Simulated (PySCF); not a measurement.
C2F5, SMILES C([C](F)F)(F)(F)F, multiplicity 2. Atoms are numbered in the order given.

```xyz
7

F      1.5009    -0.0020    -1.0899
C      0.8656     0.3543     0.0000
F      1.5009    -0.0020     1.0899
C     -0.6078     0.0200     0.0000
F     -0.8115    -1.2996     0.0000
F     -1.1811     0.5270     1.0818
F     -1.1811     0.5270    -1.0818
```
Charge 0, spin multiplicity 2.

The structure is a stationary point at PBE0-D3(BJ)/def2-SVP.

Computed with PBE/pcH-1 run with PySCF.

Unrestricted Kohn–Sham, ⟨S²⟩ = 0.752. Hyperfine tensors hold the contact and dipolar terms, without spin-orbit corrections.

**Question.** Estimate the hyperfine couplings. (An estimate is asked for; the answer gives what the named calculation found.)

**Answer.** 
```tsv
nucleus	A(iso) (MHz)	A(iso) (G)	dipolar principal values (MHz)
19F no. 1	179.7	64.1	-250.8, -235.0, 485.9
13C no. 2	371.0	132.4	-73.6, -73.1, 146.8
19F no. 3	179.7	64.1	-250.8, -235.0, 485.9
13C no. 4	45.3	16.2	-6.4, -6.4, 12.8
19F no. 5	118.6	42.3	-77.0, -75.4, 152.4
19F no. 6	-3.8	-1.4	-10.5, -7.6, 18.0
19F no. 7	-3.8	-1.4	-10.5, -7.6, 18.0
```
